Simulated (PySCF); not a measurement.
CH₅ClF₂Si₂, SMILES F[Si@@](CF)([SiH3])Cl. Geometry: PBE-D3(BJ)/def2-SVP. The structure was generated by enumeration; whether it is a known compound was not checked. One conformer was computed; it need not be the lowest.

**Question.** Give the equilibrium geometry at PBE-D3(BJ)/def2-SVP (PySCF confirms it by a frequency run) as bond lengths and angles. (Estimate from the structure and the level; the computed values follow.)

**Answer.** This is not unique; one that fits is 
Atoms: F1 C2 Si3 F4 Si5 Cl6 H7 H8 H9 H10 H11. Bonded distances (Å): F1–C2 1.398, C2–Si3 1.901, C2–H7 1.114, C2–H8 1.114, Si3–F4 1.641, Si3–Si5 2.343, Si3–Cl6 2.081, Si5–H9 1.502, Si5–H10 1.503, Si5–H11 1.504. Bond angles (°): F1–C2–Si3 107.2, F1–C2–H7 109.6, F1–C2–H8 109.8, Si3–C2–H7 110.6, Si3–C2–H8 111.8, H7–C2–H8 107.9, C2–Si3–F4 108.9, C2–Si3–Si5 110.8, C2–Si3–Cl6 107.9, F4–Si3–Si5 110.0, F4–Si3–Cl6 107.5, Si5–Si3–Cl6 111.6, Si3–Si5–H9 110.0, Si3–Si5–H10 110.0, Si3–Si5–H11 107.6, H9–Si5–H10 110.0, H9–Si5–H11 109.6, H10–Si5–H11 109.5.
Charge 0, spin multiplicity 1.
